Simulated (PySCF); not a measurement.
CH4Cl2NTa, SMILES [CH3][Ta](=[NH])([Cl])[Cl], multiplicity 1.

The structure is a stationary point at PBE0-D3(BJ)/def2-SVP. The spin state was assumed, not searched. The structure was generated by enumeration; whether it is a known compound was not checked. The def2 effective core potentials stand for the cores of Ta; spin–orbit coupling is left out.

Two levels are set side by side: PBE/def2-TZVP (PySCF) and r2SCAN/def2-TZVP (PySCF). Same geometry, gas phase. Differences are taken from unrounded values.

```tsv
quantity	r2SCAN
orbital gap (eV)	4.43
highest occupied level (eV)	-7.20
lowest empty level (eV)	-2.77
dipole moment (D)	1.44
mean polarisability (bohr³)	84.5
```

What does PBE give, and how far is it from r2SCAN? (An estimate is asked for; the answer gives what the named calculation found.)


```tsv
quantity	PBE	PBE minus r2SCAN
orbital gap (eV)	4.00	-0.43
highest occupied level (eV)	-6.90	0.30
lowest empty level (eV)	-2.90	-0.14
dipole moment (D)	1.38	-0.06
mean polarisability (bohr³)	86.5	2.1
```

Rough cost on one machine, each run with all the roots and properties that it gave: r2SCAN against PBE about 3 times.
